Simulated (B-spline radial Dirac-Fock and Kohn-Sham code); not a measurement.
# L-shell conversion coefficients of Ag against transition energy

These are calculated numbers from a radial finite-basis atomic code; the model is a Dirac-Hartree-Slater potential of the neutral atom with a Latter tail (no hole, which puts coefficients of high multipoles low close above an edge), finite nucleus with surface currents. Subshells within 1 keV of threshold and pair formation are left out.

| energy (keV) | E1 | E2 | E5 | M2 | M4 | M5 |
| --- | --- | --- | --- | --- | --- | --- |
| 20 | 1.81 | 546 | 3.35e+08 | 625 | 6.49e+06 | 4.13e+08 |
| 24.2 | 1.05 | 212 | 8.14e+07 | 263 | 1.66e+06 | 9.02e+07 |
| 30.6 | 0.536 | 67.0 | 1.40e+07 | 92.2 | 317000 | 1.41e+07 |
| 50 | 0.129 | 6.40 | 333000 | 10.9 | 11000 | 310000 |
| 86.2 | 0.0265 | 0.544 | 5240 | 1.15 | 323 | 5320 |
| 92.6 | 0.0215 | 0.399 | 3040 | 0.861 | 207 | 3170 |
| 100 | 0.0172 | 0.286 | 1700 | 0.634 | 128 | 1830 |
| 114 | 0.0117 | 0.164 | 637 | 0.380 | 57.8 | 721 |
| 115 | 0.0114 | 0.159 | 596 | 0.367 | 54.8 | 678 |
| 131 | 0.00784 | 0.0923 | 226 | 0.222 | 25.2 | 274 |
| 180 | 0.00315 | 0.0258 | 22.2 | 0.0680 | 4.03 | 32.2 |
| 200 | 0.00233 | 0.0171 | 10.5 | 0.0465 | 2.24 | 16.2 |
| 324 | 0.000620 | 0.00292 | 0.400 | 0.00883 | 0.179 | 0.837 |
| 454 | 0.000261 | 0.000957 | 0.0516 | 0.00300 | 0.0359 | 0.127 |
| 500 | 0.000207 | 0.000711 | 0.0301 | 0.00223 | 0.0233 | 0.0766 |
| 517 | 0.000191 | 0.000643 | 0.0250 | 0.00202 | 0.0201 | 0.0645 |
| 598 | 0.000136 | 0.000420 | 0.0117 | 0.00131 | 0.0107 | 0.0311 |
| 745 | 8.39e-05 | 0.000231 | 0.00408 | 0.000699 | 0.00440 | 0.0110 |
| 751 | 8.25e-05 | 0.000226 | 0.00393 | 0.000683 | 0.00427 | 0.0106 |
| 821 | 6.85e-05 | 0.000180 | 0.00266 | 0.000534 | 0.00303 | 0.00714 |
| 882 | 5.92e-05 | 0.000151 | 0.00197 | 0.000440 | 0.00231 | 0.00523 |
| 918 | 5.46e-05 | 0.000137 | 0.00167 | 0.000395 | 0.00200 | 0.00442 |
| 1000 | 4.62e-05 | 0.000112 | 0.00119 | 0.000315 | 0.00147 | 0.00310 |
| 1070 | 4.06e-05 | 9.62e-05 | 0.000922 | 0.000264 | 0.00115 | 0.00236 |
| 1090 | 3.92e-05 | 9.23e-05 | 0.000861 | 0.000251 | 0.00108 | 0.00219 |
| 1250 | 3.05e-05 | 6.84e-05 | 0.000530 | 0.000177 | 0.000682 | 0.00129 |
| 1280 | 2.93e-05 | 6.50e-05 | 0.000489 | 0.000167 | 0.000631 | 0.00118 |
| 1800 | 1.64e-05 | 3.27e-05 | 0.000169 | 7.35e-05 | 0.000219 | 0.000361 |
| 2000 | 1.39e-05 | 2.68e-05 | 0.000126 | 5.77e-05 | 0.000162 | 0.000258 |

Question: How fast do they fall between 1280 and 2000 keV?

Answer: As powers of the energy: E1 E^-1.67, E2 E^-1.99, E5 E^-3.04, M2 E^-2.38, M4 E^-3.05, M5 E^-3.42. Within one type (E or M) the higher multipoles fall faster.
